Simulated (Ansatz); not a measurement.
C8H14FNOZr, SMILES `C[O][Zr]1234([F])([N](C)C)[C@H]5[C@@H]1[C@@H]2[C@@H]3[C@H]54`, 26 atoms. Total charge 0; spin multiplicity 1. Correlated methods include outer-core shells of Zr, which these sets cover unevenly. Zr: def2 effective core potential. Hardware: A = 11 threads of an AMD EPYC 7R13 on a shared host; B = 11 threads of an AMD EPYC 7R13 on a shared host and a whole NVIDIA H100 80 GB. Correlated methods freeze the cores.

Task: Give the basis size and wall time and peak host memory of each of these runs in Ansatz. RHF-MP2/def2-QZVPP energy [B]; RKS B97M-V/def2-TZVPP energy [B]; RKS ωB97M-V/def2-QZVPP energy [B]; RKS BLYP-D4/def2-TZVPP energy [B]; RKS PBE0-D4/def2-SVP energy [A]; RHF-CCSD(T)/def2-SVP energy [B]; RKS B3LYP-D4/def2-TZVPP energy and forces [B]; RKS revPBE-D4/def2-TZVPP energy [B]; RKS PBE0-D4/def2-QZVPP energy [B]; RHF-CCSD(T)/def2-TZVPP energy [B]; direct RPA on PBE orbitals/def2-TZVPP energy [B]; RKS ωB97M-V/def2-SVP energy [A]. (Best estimate.)

Result: Computed: Other jobs shared the machine, so times are rough.

```
                                level                    job  functions  wall time  peak host memory (GiB)
                 RKS PBE0-D4/def2-SVP             energy [A]        255      3.5 s                     1.7
             RKS revPBE-D4/def2-TZVPP             energy [B]        593      3.5 s                     1.2
               RKS PBE0-D4/def2-QZVPP             energy [B]       1128        7 s                     1.8
                RKS B97M-V/def2-TZVPP             energy [B]        593      7.5 s                     1.3
               RKS BLYP-D4/def2-TZVPP             energy [B]        593      7.5 s                     1.2
                 RKS ωB97M-V/def2-SVP             energy [A]        255        9 s                     1.9
              RKS B3LYP-D4/def2-TZVPP  energy and forces [B]        593       10 s                     1.7
                 RHF-CCSD(T)/def2-SVP             energy [B]        255       11 s                     1.7
direct RPA on PBE orbitals/def2-TZVPP             energy [B]        593       11 s                     3.9
               RKS ωB97M-V/def2-QZVPP             energy [B]       1128       12 s                       2
                   RHF-MP2/def2-QZVPP             energy [B]       1128       13 s                       2
               RHF-CCSD(T)/def2-TZVPP             energy [B]        593       95 s                     3.6
```

B3LYP here is the variant with VWN-RPA as its local correlation; programs differ in this.
